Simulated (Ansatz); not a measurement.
All numbers were calculated with Ansatz.

A structure relaxed at PBE0-D4/def2-TZVP, charge 0, multiplicity 1:

```xyz
15

C     0.1779    0.1495    2.7088
N    -0.5289   -0.6678    1.7418
Sn    0.2259   -0.9344   -0.1090
N    -0.2464    0.6622   -1.2730
C    -0.1921    0.5439   -2.7176
H     0.0911    1.2342    2.5485
H    -0.1767   -0.0620    3.7237
H     1.2434   -0.0972    2.6922
H    -1.5199   -0.4712    1.7447
H    -0.5475   -2.2482   -0.8725
H     1.9090   -1.1546    0.1416
H     0.1686    1.5293   -0.9608
H     0.8209    0.5375   -3.1469
H    -0.7444    1.3629   -3.1917
H    -0.6808   -0.3841   -3.0296
```

Question: Give its formula and SMILES.

Answer: C2H10N2Sn, `C[NH][SnH2][NH]C`.

Question: Point group (tolerance 0.08 Å, 0.16 Å for H)?

Answer: C1.

Question: Summarise the bond lengths by kind.

Answer: 2 × C–N 1.450 Å; 6 × C–H 1.094 to 1.100 Å; 2 × N–Sn 2.016 to 2.031 Å; 2 × H–N 1.010 to 1.011 Å; 2 × H–Sn 1.705 to 1.716 Å.
